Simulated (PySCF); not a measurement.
Species: CH₈PSSi (charge +1).
Structure used (PBE0-D3(BJ)/def2-SVP), in Å, numbered top down from 1:
```xyz
12
CH8PSSi angstrom
C      2.5721    0.6035   -0.4104
S      0.7736    0.9064   -0.5866
Si    -0.0477   -0.7967    0.3375
P     -2.2856   -0.2531    0.0543
H      2.8775   -0.2978   -0.9568
H      3.0449    1.4802   -0.8725
H      2.8650    0.5546    0.6461
H      0.0615   -0.9269    1.8147
H      0.0509   -2.1054   -0.3614
H     -2.6361   -0.0784   -1.3023
H     -3.1945   -1.2116    0.5544
H     -2.6368    0.9599    0.6859
```

Level of theory: TDDFT wB97X-D/def2-SVPD, vertical, gas phase, core orbitals frozen in the response in PySCF 2.14.0, density-fitted response routines.

Ground-to-excited transition dipoles (e·a0, same axes as the geometry; the sign carries no meaning), for the states with f of 0.002 or more among the lowest 9:

| state | E (hartree) | μx | μy | μz |
| --- | --- | --- | --- | --- |
| S3 | 0.2220 | -0.070 | -0.197 | 0.048 |
| S4 | 0.2229 | -0.029 | 0.001 | 0.155 |
| S5 | 0.2512 | 0.002 | 0.102 | 0.192 |
| S6 | 0.2588 | 0.205 | 0.180 | -0.101 |
| S7 | 0.2656 | 0.040 | 0.266 | -0.146 |
| S8 | 0.2769 | -0.024 | -0.115 | -0.165 |
| S9 | 0.2828 | -0.283 | -0.151 | 0.100 |

Problem. What oscillator strength does each state have?

Solution. f = (2/3) ΔE |μ|² with ΔE in hartree (27.2114 eV).

| state | \|μ\|² (au) | \|μ\| (D) | f |
| --- | --- | --- | --- |
| S3 | 0.046 | 0.54 | 0.007 |
| S4 | 0.025 | 0.40 | 0.004 |
| S5 | 0.047 | 0.55 | 0.008 |
| S6 | 0.085 | 0.74 | 0.015 |
| S7 | 0.094 | 0.78 | 0.017 |
| S8 | 0.041 | 0.52 | 0.008 |
| S9 | 0.113 | 0.85 | 0.021 |

Problem. Which bond between heavy atoms lies closest to the direction of the S9 transition dipole?

Solution. S2–Si3, at 35° from it; next C1–S2 at 44°.

Problem. What angle do the transition dipoles of S7 and S9 make?

Solution. |cos θ| = |μa·μb| / (|μa| |μb|) = 0.64, so θ ≈ 50° (taken between 0 and 90°, since the signs are arbitrary).

Problem. How is the summed strength of these states shared among x, y and z?

Solution. (2/3) Σ ΔE μα² gives 0.024 for x, 0.032 for y and 0.022 for z, 0.078 in all.

Problem. What peak molar absorption coefficient would the strongest computed level give as a lone Gaussian band 0.3 eV wide at half height?

Solution. ε(max) = 2.175×10⁸ f / FWHM, with the width in cm⁻¹. S9: 2.175×10⁸ × 0.0213 / 2420 ≈ 1900 L mol⁻¹ cm⁻¹.

The vertical ionisation energy (ΔSCF) is 13.63 eV, 5.93 eV above S9.

One conformer stands for the species.
